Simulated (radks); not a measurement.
Task: Spherical quantum dot in the effective-mass picture: electrons in a hard-walled sphere of radius 4.59, with a point charge +1 (a donor) at the centre, all in effective atomic units (hartree* = m*/eps^2 hartree, bohr* = eps/m* bohr), one dielectric constant everywhere. Method: non-relativistic Kohn-Sham, LDA (Slater exchange, Perdew-Wang correlation), spin-polarised, spherical densities; computed with a radial shooting solver with Libxc functionals. Levels are named by radial order and angular momentum (1s, 1p, 1d, 2s, ...), and open shells are averaged over m. At N = 13 the configuration is 1s2 1p6 1d(up 5, down 0). Does electron 14 go into 2s down or 1d down or 2s up?

Result: Into 1d down. The total energies of the other choices lie higher by 0.0264 hartree* (2s up), 0.0478 hartree* (2s down).
